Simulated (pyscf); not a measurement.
**HO–Ga, singlet**

Gas-phase minimum from PySCF at ωB97X-D3(BJ)/def2-SVP, one conformer. 

```
O
H 1 0.9616
Ga 1 1.7963 2 133.96
```

Properties at ωB97X-D3(BJ)/def2-SVP:

```yaml
harmonic_wavenumbers_unscaled: 342, 685, 3947 cm⁻¹
zero_point_energy: 7.1 kcal/mol
rotational_symmetry_number: 1
Entropy of this conformer at 298 K and 1 atm, rigid rotor and harmonic oscillator, modes under 100 cm⁻¹ raised to 100: 247.8 J/(mol K)
dipole_moment: 1.36 D
```

Single-point totals, which compare only within one level (frozen core for MP2 and CC):

| level | total energy (hartree) |
|---|---|
| ωB97X-D3(BJ)/def2-TZVP | -2000.71008 |
| PBE/def2-TZVP | -2000.37807 |
| r²SCAN/def2-TZVP | -2000.69485 |
| B3LYP-D3(BJ)/def2-TZVP | -2000.80410 |
| PBE0-D3(BJ)/def2-TZVP | -2000.41116 |
| M06-2X/def2-TZVP | -2000.71261 |
| ωB97M-D3(BJ)/def2-TZVP | -2000.79254 |
| HF/def2-TZVPP | -1998.76394 |
| MP2/def2-TZVPP | -1999.21111 |
| CCSD/def2-TZVPP | -1999.21090 |
| CCSD(T)/def2-TZVPP | -1999.22893 |

The CCSD(T) − MP2 part came from Ansatz, without density fitting, on the same reference. The frozen core leaves the outer d or s,p core shells of the metals and heavy elements correlated in the MP2 and CC values, and def2-TZVPP describes them poorly, so these totals are far from the basis limit. Elements up to Kr have no core potential and no relativistic terms here.
